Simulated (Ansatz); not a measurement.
Frontier orbitals of `CC[O][Ga]([F])[Cl]`.

Cartesian coordinates in Å:
```
C 1.164 -0.673 -0.482
C -0.192 -0.247 -0.993
O -0.644 0.955 -0.385
Ga -1.078 1.028 1.317
F -1.109 -0.442 2.257
Cl -1.604 2.834 2.261
H 1.515 -1.558 -1.019
H 1.118 -0.929 0.581
H 1.895 0.126 -0.622
H -0.145 -0.040 -2.066
H -0.920 -1.054 -0.848
```

Charge 0, multiplicity 1. Correlated methods include outer-core shells of Ga, which these sets cover unevenly. Scalar relativity is left out up to krypton. The structure was optimised at the PBE0-D4/def2-TZVP level. It is one conformer, not always the lowest. Basis def2-TZVPP, Ansatz 0.2.0.

| functional | HOMO (eV) | LUMO (eV) |
| --- | --- | --- |
| ωB97X-V | -11.01 | 0.69 |

Question: Give HOMO and LUMO (eV) with LDA (SPW92), PBE, revPBE, BLYP, r2SCAN, B97M-V, PBE0, B3LYP, r2SCANh, r2SCAN0, HSE06 (plane-wave form), BHLYP, CAM-B3LYP, LC-ωPBE, ωB97M-V, HF. (Estimate.)

Answer: Ansatz gave: 
```csv
functional,HOMO,LUMO
LDA (SPW92),-7.21,-2.76
PBE,-7.02,-2.42
revPBE,-6.94,-2.27
BLYP,-6.92,-2.40
r2SCAN,-7.34,-2.13
B97M-V,-7.45,-2.28
PBE0,-8.54,-1.45
B3LYP,-8.31,-1.80
r2SCANh,-7.91,-1.78
r2SCAN0,-8.77,-1.27
HSE06 (plane-wave form),-8.13,-1.82
BHLYP,-10.03,-0.55
CAM-B3LYP,-10.01,-0.50
LC-ωPBE,-11.35,0.90
ωB97M-V,-10.93,0.48
HF,-12.37,2.01
```

B3LYP here is the variant with VWN-RPA as its local correlation; programs differ in this. LC-ωPBE has ω = 0.4 bohr⁻¹. Positive LUMOs are unbound and depend on the basis.
